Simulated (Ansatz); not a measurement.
`B[Se][SiH2]C` + `C=C` → `B[Se]C=C` + `C[SiH3]`  (formal exchange of groups at the Se–Si bond)

Computed with Ansatz on PBE0-D4/def2-TZVP structures; ΔE is electronic, products minus reactants. CCSD(T)/CBS adds triple-zeta CCSD(T) − MP2 to the extrapolated MP2 energy (def2 sets, frozen cores). This one scheme is used for every species. For Se outer-core shells are correlated without core-valence functions, which leaves a few kJ/mol of doubt a bond. Scalar relativity is left out up to krypton. Each species was taken in one conformer, which may not be the lowest.

```tsv
species	CCSD(T)/CBS(def2) energy (Eh)
`B[Se][SiH2]C`	-2756.88603
`C=C`	-78.48111
`B[Se]C=C`	-2504.59221
`C[SiH3]`	-330.73916
```

(1) Work out ΔE.

Largest T1 diagnostic among the species: 0.013.

Answers

(1) ΔE = (-2504.59221) + (-330.73916) − (-2756.88603) − (-78.48111) = 0.03577 Eh = +0.97 eV.

The D4 term adds +0.04 eV with B3LYP and +0.02 eV with PBE0; it sums over pairs of atoms, weighted by their polarisabilities, and B3LYP, whose exchange is more repulsive, gets the larger term. In def2-TZVPP, CCSD(T) changes the Hartree–Fock value by −0.09 eV (the triples alone add −0.02 eV) and MP2 by −0.08 eV.

B3LYP here is the variant with VWN-RPA as its local correlation; programs differ in this.
